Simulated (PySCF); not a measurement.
# TcF2, sextet: data card

Computed with PySCF, UPBE0, basis Tc def2-TZVP with ECP28, F def2-TZVP (scalar-relativistic core potentials, no spin–orbit coupling, density fitting).

The structure is a minimum.

Z-matrix (Å, degrees; charge 0 multiplicity 6):
```
Tc
F  1 1.9040
F  1 1.9040 2 180.00
```

- Point group: D∞h
- Bond lengths: Tc–F 1.904 Å (×2)
- Bond angles: F–Tc–F 180.0°
- Dipole moment: 0.00 D
- Enthalpy at 298.15 K above 0 K: 13.13 kJ/mol
- Rotational symmetry number: 2
- Spin squared ⟨S²⟩: 8.757
- Rotational constants: 0.1224 cm⁻¹
- Principal polarisabilities: 29.4, 29.4, 37.9 bohr³
- Zero-point energy: 8.9 kJ/mol
- Atomisation energy without zero-point energy: 989 kJ/mol
- Highest occupied level (α): -7.86 eV
- Principal quadrupole moments (Buckingham, traceless) about the centre of mass: -16.48, 8.24, 8.24 D Å
- Lowest empty level (β): -3.10 eV
- Entropy at 298.15 K and 1 bar (electronic part: spin only): 279.1 J/(mol K)
- Heat capacity Cp at 298.15 K: 53.5 J/(mol K)

Harmonic modes (masses in u: Tc 98.907, F 18.998):
```json
{"symmetry": "πu", "ω (cm⁻¹)": "118", "IR (km/mol, summed over degenerate members)": "38.0", "μ (u)": "24.49", "type": "bend"}
{"symmetry": "σg+", "ω (cm⁻¹)": "600", "IR (km/mol, summed over degenerate members)": "0.0", "μ (u)": "19.00", "type": "stretch"}
{"symmetry": "σu+", "ω (cm⁻¹)": "653", "IR (km/mol, summed over degenerate members)": "274", "μ (u)": "24.49", "type": "stretch"}
```

In D∞h the vibrations span πu + σg+ + σu+. The σg+ mode carries no infrared intensity, as symmetry demands. With a centre of inversion only u modes can be infrared active and only g modes Raman active.

Charges (e):
| atom | Mulliken | Löwdin | polar tensor | spin (Mulliken) | Mayer order to Tc1 |
| --- | --- | --- | --- | --- | --- |
| Tc1 | 1.10 | 0.77 | 1.41 | 4.80 | – |
| F2,3 | -0.55 | -0.38 | -0.71 | 0.10 | 0.75 |

Mulliken populations on Tc1 (electrons outside its core potential): s 2.56, p 6.16, d 5.16, f 0.02.

Outer orbital energies (eV). α occupied: -11.19, -11.19, -11.05, -10.07, -10.07, -7.94, -7.94, -7.86; empty: -0.69, -0.69, -0.17, 1.21. β occupied: -12.81, -11.16, -11.16, -10.94, -10.59, -10.59; empty: -3.10, -3.10, -3.07, -2.02.

Formally Tc is in oxidation state +2, d5, with 5 unpaired electrons (the high-spin count). The Mulliken spin on Tc is 4.80. The polar-tensor charge on Tc, 1.41, is below the formal one.

This need not be the most stable arrangement of these atoms. Other spin states or occupations of the open shell can lie lower.

The final relaxation and frequency run took of the order of 2.1 core-minutes on a shared host.
